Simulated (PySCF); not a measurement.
Species: C5H12Si.
SMILES with atom numbers: `[CH2:1]1[CH2:2][CH2:3][SiH2:4][CH2:5][CH2:6]1` (hydrogens: H7, H8 on C1; H9, H10 on C2; H11, H12 on C3; H13, H14 on Si4; H15, H16 on C5; H17, H18 on C6)

Geometry (GFN2-xTB, Å), atoms numbered from 1 in this order:
```xyz
18
C5H12Si angstrom
C     -1.3339   -0.5818   -0.0038
C     -1.1890    0.9040    0.3202
C     -0.0595    1.5686   -0.4652
Si     1.5912    0.6828   -0.1496
C      1.1301   -1.1581   -0.2433
C     -0.1712   -1.4289    0.5096
H     -1.4200   -0.7067   -1.0863
H     -2.2604   -0.9501    0.4453
H     -2.1345    1.4078    0.0961
H     -1.0053    1.0175    1.3918
H     -0.0024    2.6233   -0.1933
H     -0.3042    1.5358   -1.5289
H      2.5923    1.0392   -1.1611
H      2.0954    1.0136    1.1908
H      1.9211   -1.7884    0.1651
H      1.0029   -1.4590   -1.2854
H     -0.4351   -2.4866    0.4124
H     -0.0264   -1.2267    1.5740
```

A PySCF run (density fitting, gas phase, GFN2-xTB geometry) gave HOMO -7.73 eV, LUMO 1.23 eV, dipole 0.62 D.

Task: Which of these levels was it?
A. wB97X-D/6-31G
B. PBE0/def2-SVPD
C. BP86/pcSseg-1
D. PBE0/pcSseg-1
E. PBE0/6-31++G**

Result: D. It is PBE0/pcSseg-1. All candidates on this geometry:

| level and settings | kind | basis functions | SCF cycles | E (Eh) | HOMO (eV) | LUMO (eV) | dipole (D) |
| --- | --- | --- | --- | --- | --- | --- | --- |
| BP86/pcSseg-1 | GGA | 169 | 14 | -487.2454 | -6.58 | 0.41 | 0.67 |
| PBE0/6-31++G** | global hybrid | 184 | 12 | -486.8926 | -7.63 | -0.02 | 0.69 |
| PBE0/def2-SVPD | global hybrid | 220 | 12 | -486.6751 | -7.68 | 0.65 | 0.72 |
| PBE0/pcSseg-1 | global hybrid | 169 | 12 | -486.8563 | -7.73 | 1.23 | 0.62 |
| wB97X-D/6-31G, energy threshold 1e-08 Eh | range-separated hybrid | 82 | 8 | -487.0943 | -9.41 | 3.46 | 0.66 |

The nearest other candidate, by the summed differences of HOMO and LUMO, is PBE0/def2-SVPD: its HOMO differs by +0.05 eV and its LUMO by -0.58 eV. wB97X-D ran without the empirical dispersion term, which would shift the total energy alone. Cycle counts include a coarse-grid stage where the run had one. All basis functions are spherical, in the Pople sets too.
